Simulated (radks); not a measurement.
The numbers below are computed, except where a source is named.
Isoelectronic series with 11 electrons, each ion in its NIST ground configuration. Level of theory: Dirac Kohn-Sham, PBE, spin-unpolarised, spherical densities, finite nucleus; Fermi nuclear charge, rms radius of each element as measured or else 0.836 A^(1/3) + 0.57 fm (a radial shooting solver on a logarithmic mesh with Libxc functionals). Total energies (hartree) and mean radii <r> (bohr):

[
 {"ion": "S5+", "configuration": "[Ne] 3s1", "E (hartree)": "-392.13270", "3s1/2": "1.413", "2p3/2": "0.4385"},
 {"ion": "Sc10+", "configuration": "[Ne] 3s1", "E (hartree)": "-726.47809", "3s1/2": "0.9077", "2p3/2": "0.3034"},
 {"ion": "Fe15+", "configuration": "[Ne] 3s1", "E (hartree)": "-1166.52873", "3s1/2": "0.6721", "2p3/2": "0.2321"},
 {"ion": "Ga20+", "configuration": "[Ne] 3s1", "E (hartree)": "-1713.94517", "3s1/2": "0.5335", "2p3/2": "0.1880"},
 {"ion": "Kr25+", "configuration": "[Ne] 3s1", "E (hartree)": "-2370.86963", "3s1/2": "0.4418", "2p3/2": "0.1579"},
 {"ion": "Nb30+", "configuration": "[Ne] 3s1", "E (hartree)": "-3139.95786", "3s1/2": "0.3763", "2p3/2": "0.1360"},
 {"ion": "Pd35+", "configuration": "[Ne] 3s1", "E (hartree)": "-4024.43314", "3s1/2": "0.3270", "2p3/2": "0.1194"}
]
